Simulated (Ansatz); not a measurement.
`[AlH2][SiH2][SiH2][GaH2]` + `CC(C)N` → `CC(C)[NH][AlH2]` + `[SiH3][SiH2][GaH2]` at 500 K and 1 bar (cleavage of the Al–Si bond).

Computed with Ansatz on PBE0-D4/def2-TZVP structures; ΔE is electronic, products minus reactants. CBS: MP2 limit from def2 TZ/QZ plus the TZ coupled-cluster correction, frozen cores. For Ga outer-core shells are correlated without core-valence functions, which leaves a few kJ/mol of doubt a bond. Scalar relativity is left out up to krypton. Each species was taken in one conformer, which may not be the lowest.

| species | CCSD(T)/CBS energy (Eh) | H − E (kJ/mol) | S (J/(mol·K)) |
| --- | --- | --- | --- |
| `[AlH2][SiH2][SiH2][GaH2]` | -2748.88302 | 224.0 | 525.8 |
| `CC(C)N` | -174.28253 | 357.8 | 357.5 |
| `CC(C)[NH][AlH2]` | -416.91948 | 379.6 | 430.3 |
| `[SiH3][SiH2][GaH2]` | -2506.27760 | 193.7 | 437.7 |

H − E and S are ideal-gas, rigid-rotor, harmonic terms from PBE0-D4/def2-TZVP, for one conformer and one mirror image of each species. 1 Eh = 2625.50 kJ/mol, R = 8.31446 J/(mol·K).

Task: By hand: ΔE, ΔH, ΔS and ΔG.

Result: ΔE = (-416.91948) + (-2506.27760) − (-2748.88302) − (-174.28253) = -0.03153 Eh = -82.8 kJ/mol. Δ(H − E) = 379.6 + 193.7 − 224.0 − 357.8 = -8.5, so ΔH = -91.3 kJ/mol. ΔS = 430.3 + 437.7 − 525.8 − 357.5 = -15.3 J/(mol·K). ΔG = -91.3 − 500 × (-15.3)/1000 = -83.6 kJ/mol.

Task: By hand: the equilibrium constant, and the temperature at which ΔG would vanish if ΔH and ΔS stayed fixed.

Result: log₁₀ K = −ΔG/(RT ln 10) = 8.7. ΔG = 0 at ΔH/ΔS = 5967 K, far beyond where these terms or the molecules hold.

ΔH outweighs TΔS. A doubt of 5 kJ/mol in ΔE shifts log₁₀ K by 0.5 here. Other conformers and mirror images would add mixing entropy, several J/(mol·K) or more a flexible species. Modes under 60 cm⁻¹, often nearly free rotors, make the harmonic entropy too high. These are equilibria of isolated gas molecules and say nothing of rates. Largest T1 diagnostic: 0.014 (customary marks: 0.02 for closed shells, 0.045 for open ones).
